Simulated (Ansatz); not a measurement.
Program: Ansatz. Geometries: PBE0-D4/def2-TZVP. ΔE: electronic, gas phase. CBS: MP2 limit from def2 TZ/QZ plus the TZ coupled-cluster correction, frozen cores. This one scheme is used for every species, atoms too. For atomizations the MP2-based limit and the directly extrapolated one differ by several kJ/mol either way, and by 10 to 25 for some Ge, Se and Sn compounds, so smaller differences from it don't rank the levels. Functionals use def2-TZVPP. No spin–orbit coupling; open shells (•) take unrestricted orbitals. Spin–orbit coupling would lower the free atoms: a little for B, C, F, O. One conformer a species, not always the lowest.

Reaction (atomization): `BOCC(F)(F)F` → B• + 2 C• + 3 F• + 4 H• + O•

(1) What is ΔE at CCSD(T)/CBS? (Estimate.)

(2) What do these levels give: PBE-D4, ωB97M-V, PBE-QIDH, BHLYP, CCSD(T)/def2-SVP, MP2/def2-TZVPP? (Best estimate.)

Largest T1 diagnostic among the species: 0.014.

Answers

(1) Computed: +4421.0 kJ/mol.

(2) Ansatz gave: PBE-D4 4581.6, ωB97M-V 4452.7, PBE-QIDH 4407.7, BHLYP 4215.4, CCSD(T)/def2-SVP 4237.7, MP2/def2-TZVPP 4461.1 kJ/mol.

From r2SCAN to r2SCAN0 (25 % exact exchange), in def2-TZVPP and without D4, ΔE moves by −110.8 kJ/mol: exact exchange takes away binding that semilocal exchange gives to molecules. At CCSD(T), def2-SVP lies −183.3 kJ/mol from the extrapolated value and def2-TZVPP −111.4 kJ/mol: correlation converges slowly with the basis, and small sets miss more of it in the bonded molecule than in its fragments. In def2-TZVPP, CCSD(T) changes the Hartree–Fock value by +1133.2 kJ/mol (the triples alone add +78.3 kJ/mol) and MP2 by +1284.6 kJ/mol; breaking electron pairs costs correlation energy, which Hartree–Fock lacks.
